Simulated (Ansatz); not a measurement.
`F[SiH2]N[SiH3]` + HBr → `[SiH3]N[SiH2]Br` + H–F at 700 K and 1 bar (ligand exchange at the Si–F bond).

Program: Ansatz. Geometries: PBE0-D4/def2-TZVP. ΔE: electronic, gas phase. CCSD(T)/CBS adds triple-zeta CCSD(T) − MP2 to the extrapolated MP2 energy (def2 sets, frozen cores). This one scheme is used for every species. For Br outer-core shells are correlated without core-valence functions, which leaves a few kJ/mol of doubt a bond. Scalar relativity is left out up to krypton. Each species was taken in one conformer, which may not be the lowest.

```csv
species,CCSD(T)/CBS energy (Eh),H − E (kJ/mol),S (J/(mol·K))
`F[SiH2]N[SiH3]`,-736.37696,238.5,454.3
HBr,-2573.91920,36.5,223.7
`[SiH3]N[SiH2]Br`,-3209.88376,236.7,484.4
H–F,-100.39570,45.2,198.5
```

H − E and S are ideal-gas, rigid-rotor, harmonic terms from PBE0-D4/def2-TZVP, for one conformer and one mirror image of each species. 1 Eh = 2625.50 kJ/mol, R = 8.31446 J/(mol·K).

Question: By hand: ΔE, ΔH, ΔS and ΔG.

Answer: ΔE = (-3209.88376) + (-100.39570) − (-736.37696) − (-2573.91920) = 0.01670 Eh = 43.8 kJ/mol. Δ(H − E) = 236.7 + 45.2 − 238.5 − 36.5 = 6.9, so ΔH = 50.7 kJ/mol. ΔS = 484.4 + 198.5 − 454.3 − 223.7 = 4.9 J/(mol·K). ΔG = 50.7 − 700 × (4.9)/1000 = 47.3 kJ/mol.

Question: By hand: the equilibrium constant, and the temperature at which ΔG would vanish if ΔH and ΔS stayed fixed.

Answer: log₁₀ K = −ΔG/(RT ln 10) = -3.5. ΔG = 0 at ΔH/ΔS = 10347 K, far beyond where these terms or the molecules hold.

The number of gas molecules stays the same, so ΔS is small and ΔH decides. A doubt of 5 kJ/mol in ΔE shifts log₁₀ K by 0.4 here. Other conformers and mirror images would add mixing entropy, several J/(mol·K) or more a flexible species. Modes under 60 cm⁻¹, often nearly free rotors, make the harmonic entropy too high. These are equilibria of isolated gas molecules and say nothing of rates. Largest T1 diagnostic: 0.011 (customary marks: 0.02 for closed shells, 0.045 for open ones).
